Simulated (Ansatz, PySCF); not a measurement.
This PySCF input computes a r2SCAN/def2-TZVPD energy:

```python
from pyscf import gto, scf, dft

mol = gto.M(
    atom='''
    O     1.45394501   -0.20785379    0.05455583
    C     0.27194834   -0.12038035    0.00643112
    C    -1.09230295   -0.60272092   -0.07611734
    C    -0.90878382    0.71139686   -0.00718105
    H    -1.25672953    1.73305677    0.02475698
    ''',
    basis='def2-tzvpd',
    charge=0,
    spin=1,
    verbose=4,
)

mf = dft.UKS(mol, xc='r2scan').density_fit(auxbasis='def2-universal-jkfit')
mf.grids.level = 4
mf.conv_tol = 1e-9
mf.max_cycle = 100
mf.max_memory = 1500
mf.kernel()
if not mf.converged:
    mf = mf.newton()
    mf.kernel(mf.make_rdm1())
for _ in range(2):
    mo, _, stable, _ = mf.stability(return_status=True)
    if stable:
        break
    mf.kernel(mf.make_rdm1(mo, mf.mo_occ))
mf.analyze()
```

Problem. Write an input for the same energy in Ansatz (a first-principles code) and say what it gives.

Solution. 
Ansatz 0.2 input:
```yaml
crystal:
  periodic: [false, false, false]
  atoms:
    - {symbol: O, position_ang: [1.45394501, -0.20785379, 0.05455583]}
    - {symbol: C, position_ang: [0.27194834, -0.12038035, 0.00643112]}
    - {symbol: C, position_ang: [-1.09230295, -0.60272092, -0.07611734]}
    - {symbol: C, position_ang: [-0.90878382, 0.71139686, -0.00718105]}
    - {symbol: H, position_ang: [-1.25672953, 1.73305677, 0.02475698]}
basis:
  gaussian:
    orbitals: def2-TZVPD
hamiltonian:
  xc: {name: r2SCAN}
magnetization: {spin_polarized: true, initial_magnetization: 1}
output: {forces: true}
```
It gives -189.96136 Eh, and PySCF -189.96140 Eh, a difference of 0.04 mEh, from the treatment of integrals and grids.

It need not be the lowest isomer of its formula.
